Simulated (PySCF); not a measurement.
O²⁺: ionisation energy

O²⁺ [He] 2s2 2p2 (3P) → O³⁺ [He] 2s2 2p1 (2P), as a difference of total energies. Computed with PySCF 2.14 in dyall-av2z, with the non-relativistic Hamiltonian (point nucleus). Correlated levels: valence: 1s2 frozen; virtual orbitals above 40 to 60 times the deepest correlated orbital energy dropped. The calculations carry no spin-orbit coupling.

```
           method  ionisation energy (eV)  difference from reference (eV)
              UHF                  54.611                          -0.325
    MP2 (valence)                  54.864                          -0.072
SCS-MP2 (valence)                  54.728                          -0.208
   CCSD (valence)                  54.643                          -0.293
CCSD(T) (valence)                  54.648                          -0.288
  CCSDT (valence)                  54.649                          -0.287
```

Reference: 54.936 eV (semi-empirical (NIST evaluation); NIST Atomic Spectra Database, ionization energies).

Errors of the correlated levels include the incompleteness of this basis and the frozen core.
